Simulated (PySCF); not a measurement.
C4H6O2Si.

```xyz
13

O      2.0751    -0.5095     0.0000
C      0.7423    -0.7249     0.0000
C      0.0534    -1.9795     0.0000
C     -1.2784    -1.6586     0.0000
O     -1.4541    -0.3273     0.0000
C     -0.2103     0.2795     0.0000
Si    -0.1034     2.1335     0.0000
H      2.5286    -1.3613     0.0000
H      0.4869    -2.9792     0.0000
H     -2.1836    -2.2634     0.0000
H      1.3407     2.5000     0.0000
H     -0.7676     2.7151     1.2066
H     -0.7676     2.7151    -1.2066
```

The structure is a stationary point at r2SCAN-D4/def2-SVP. This is a generated structure with no PubChem entry under its InChIKey; it may be hypothetical. The values are those of a single conformer.

These are PBE0/pcSseg-1 in PySCF values and carry that method's errors. Non-relativistic, no solvent.

Computed absolute GIAO shielding of each atom: isotropic value and principal components (ppm):
```
atom  σ(iso)     σ11    σ22    σ33   span
----  ------  ------  -----  -----  -----
O1     242.9   206.1  243.6  279.0   72.9
C2      19.1   -60.1   19.5   97.7  157.8
C3      77.3     3.8   80.6  147.5  143.7
C4      30.8   -44.8   29.6  107.6  152.4
O5      33.3  -111.8  -38.0  249.7  361.4
C6      50.8     2.1   41.9  108.5  106.3
Si7    443.0   425.2  437.6  466.3   41.1
H8      27.7    18.8   26.3   38.1   19.4
H9      25.2    23.5   25.9   26.3    2.9
H10     23.8    21.1   24.4   25.9    4.7
H11     26.7    23.0   26.5   30.8    7.8
H12     26.8    23.6   24.9   32.0    8.4
H13     26.8    23.6   24.9   32.0    8.4
```
